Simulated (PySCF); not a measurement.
sulfur tetrafluoride (F4S), singlet, at a GFN2-xTB geometry. Base run: M06L/pcseg-1 (PySCF).

Geometry (Å):
```xyz
5

F     -0.2335     1.3705    -0.1884
S     -0.2350    -0.1909     0.2279
F     -1.1949    -0.5133    -1.1270
F      0.7956     0.1890     1.5142
F      1.0507    -0.7068    -0.6039
```
All else is at PySCF's defaults.
Base energy -797.29658 Eh.

The base run was repeated with changes; each row names its change, and settings that it needs were set with it.

```csv
change,ΔE vs base (µEh),grid points,electrons on the grid
base,0.0,75928,51.99998
grids.becke_scheme = stratmann,-24.3,75928,52.00000
small_rho_cutoff = 0,0.0,75928,51.99998
grids.level = 4,-42.4,144040,52.00000
grids.level = 5,-64.1,218560,52.00000
grids.level = 7,-49.6,441344,52.00000
grids.prune = off,11.4,125320,51.99998
"grids.atom_grid = (75, 302)",-110,70704,52.00003
grids.level = 2,-111,58168,52.00003
grids.radi_method = gauss_chebyshev,18.6,74888,51.99998
"grids.atom_grid = (99, 590)",-43.6,157608,52.00000
```
